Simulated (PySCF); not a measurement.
**`C[C@]12CO[C@H](CO1)C2`, C$_{6}$H$_{10}$O$_{2}$**

Geometry:
```tsv
atom	x (Å)	y (Å)	z (Å)
C1	0.703	1.948	-0.314
C2	0.162	0.547	-0.157
C3	0.524	-0.455	-1.273
O4	0.246	-1.730	-0.694
C5	-0.297	-1.444	0.585
C6	-1.642	-0.730	0.380
O7	-1.264	0.568	-0.069
C8	0.558	-0.277	1.076
H9	0.324	2.386	-1.233
H10	0.374	2.560	0.522
H11	1.789	1.929	-0.345
H12	1.582	-0.409	-1.554
H13	-0.096	-0.299	-2.160
H14	-0.334	-2.360	1.168
H15	-2.216	-0.642	1.309
H16	-2.249	-1.231	-0.380
H17	0.211	0.162	2.007
H18	1.617	-0.517	1.122
```

Method used: TDDFT PBE0/def2-SVPD circular dichroism and optical rotation, one conformer, gas phase (PySCF). Geometry: GFN2-xTB.

States above about 7.1 eV lie in this functional's continuum (it starts at minus the energy of the highest occupied orbital, well below the true ionisation energy for most functionals) and depend on the basis.

Stereocentres: C2 S, C5 S.

(1) Give the optical rotatory dispersion at 633, 589.3, 546, 436, 405, 365, 355 nm.

(2) And for the mirror image at 589.3 nm?

(3) What is the molar rotation [Φ] = [α]·M/100 of the geometry above at 589.3 nm?

Results:

(1) [α] in deg dm⁻¹ (g/mL)⁻¹:
```tsv
λ (nm)	origin-invariant length gauge	modified velocity gauge	length gauge (centre of mass)	isotropic polarisability (au)
633	+114.5	+124.2	+115.1	73.9
589.3	+134.1	+145.5	+134.9	74.1
546	+159.2	+172.8	+160.1	74.4
436	+269.9	+293.3	+271.5	75.4
405	+324.1	+352.4	+325.9	75.9
365	+424.2	+461.7	+426.6	76.7
355	+457.1	+497.6	+459.6	77.0
```

(2) -134.1 deg dm⁻¹ (g/mL)⁻¹ (origin-invariant length gauge): the same size and the opposite sign.

(3) With M = 114.14 g/mol, +153.1 deg cm² dmol⁻¹ (origin-invariant length gauge).

The first excitation lies at 6.68 eV (186 nm) with R = +3.7 × 10⁻⁴⁰ esu² cm² (velocity form).
